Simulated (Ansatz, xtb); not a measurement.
C5H5N3S: which of two isomers lies lower

We compare a, `N#Cc1cnsc1CN`, a singlet, with b, `CCc1nsc(C#N)n1`, a singlet. Both are isolated molecules in the gas phase, relaxed with r2SCAN-D4/def2-SVP; the shapes shown needn't be the lowest conformers.

a (Å):

```xyz
14

C     1.5756    2.8386    0.1638
C     0.5970    2.2677   -0.6926
C     0.0266    2.8946   -1.8515
C     0.0596    0.9960   -0.5156
C     0.3087   -0.0156    0.5542
N     2.3820    3.2976    0.8711
N    -0.8574    2.1902   -2.5185
N    -0.1215   -1.3257    0.0947
S    -1.0675    0.7049   -1.7783
H     0.2896    3.8998   -2.1975
H    -0.2985    0.2622    1.4352
H     1.3673    0.0650    0.8828
H     0.5618   -1.7205   -0.5519
H    -0.2041   -1.9762    0.8736
```

b (Å):

```yaml
atoms:
  - { symbol: C, position_ang: [-3.1855, -0.8733, 0.1422] }
  - { symbol: C, position_ang: [-1.8878, -1.6309, 0.4259] }
  - { symbol: C, position_ang: [-0.6736, -0.7951, 0.1667] }
  - { symbol: C, position_ang: [0.6223, 0.9424, 0.4420] }
  - { symbol: C, position_ang: [1.1382, 2.1755, 0.9215] }
  - { symbol: N, position_ang: [0.2426, -1.1635, -0.7173] }
  - { symbol: N, position_ang: [1.5983, 3.1825, 1.2858] }
  - { symbol: N, position_ang: [-0.4969, 0.3841, 0.8374] }
  - { symbol: S, position_ang: [1.4369, -0.0191, -0.7675] }
  - { symbol: H, position_ang: [-3.2509, -0.5831, -0.9180] }
  - { symbol: H, position_ang: [-3.2420, 0.0415, 0.7508] }
  - { symbol: H, position_ang: [-4.0576, -1.5007, 0.3784] }
  - { symbol: H, position_ang: [-1.8623, -1.9411, 1.4853] }
  - { symbol: H, position_ang: [-1.8093, -2.5408, -0.1863] }
```

Quicker runs give these differences E(b) − E(a): GFN2-xTB −0.777 eV; HF/STO-3G −0.620 eV (at GFN2-xTB geometries); r2SCAN-D4/def2-SVP//GFN2-xTB −0.245 eV.

**Question.** Estimate E(b) − E(a) at the level CCSD(T)/def2-SVP + ΔMP2/def2-TZVPP.

**Answer.** Calculated at CCSD(T)/def2-SVP + ΔMP2/def2-TZVPP: E(b) − E(a) = −0.149 eV, so structure b lies lower.

Level by level:

```json
{"level": "GFN2-xTB", "geometry": "GFN2-xTB", "E(b) − E(a) (eV)": "−0.777", "departure from the last row (eV)": "−0.628", "job, with rough time for the two": "optimisation, 0.63 s"}
{"level": "HF/STO-3G", "geometry": "GFN2-xTB", "E(b) − E(a) (eV)": "−0.620", "departure from the last row (eV)": "−0.472", "job, with rough time for the two": "single point, 0.54 s"}
{"level": "r2SCAN-D4/def2-SVP//GFN2-xTB", "geometry": "GFN2-xTB", "E(b) − E(a) (eV)": "−0.245", "departure from the last row (eV)": "−0.097", "job, with rough time for the two": "single point, 4.6 s"}
{"level": "r2SCAN-D4/def2-SVP", "geometry": "r2SCAN-D4/def2-SVP", "E(b) − E(a) (eV)": "−0.247", "departure from the last row (eV)": "−0.098", "job, with rough time for the two": "optimisation, 71 s"}
{"level": "HF/def2-SVP", "geometry": "r2SCAN-D4/def2-SVP", "E(b) − E(a) (eV)": "−0.096", "departure from the last row (eV)": "+0.052", "job, with rough time for the two": "part of the CCSD(T) run"}
{"level": "MP2/def2-SVP", "geometry": "r2SCAN-D4/def2-SVP", "E(b) − E(a) (eV)": "−0.323", "departure from the last row (eV)": "−0.174", "job, with rough time for the two": "part of the CCSD(T) run"}
{"level": "CCSD(T)/def2-SVP", "geometry": "r2SCAN-D4/def2-SVP", "E(b) − E(a) (eV)": "−0.301", "departure from the last row (eV)": "−0.153", "job, with rough time for the two": "single point"}
{"level": "CCSD(T)/def2-SVP + ΔMP2/def2-TZVPP", "geometry": "r2SCAN-D4/def2-SVP", "E(b) − E(a) (eV)": "−0.149", "departure from the last row (eV)": "", "job, with rough time for the two": "single point, 2.2 min"}
```

As drawn, b has 1 C–C, 2 C∷N, 2 C–H in place of 2 C∷C, 1 C–N, 2 N–H (∷ is an aromatic bond).

None of the levels shown reverses the order. The largest departure from CCSD(T)/def2-SVP + ΔMP2/def2-TZVPP is that of GFN2-xTB, 0.628 eV. The last row adds to CCSD(T) the change of the MP2 difference between the two basis sets, here +0.153 eV, a large step that makes the value less sure.

With thermal terms from frequencies at re-optimised GFN2-xTB minima (ideal gas, soft modes damped towards free rotors, one conformer each, 298.15 K, 1 atm): the zero-point term adds +0.008 eV; ΔH is −0.142 and ΔG −0.141 eV.

The correlated steps freeze 13 core orbitals. Run with Ansatz 0.2.0, xtb 6.7.1; the last row on 4 threads of Arm Neoverse V1 on a shared host.
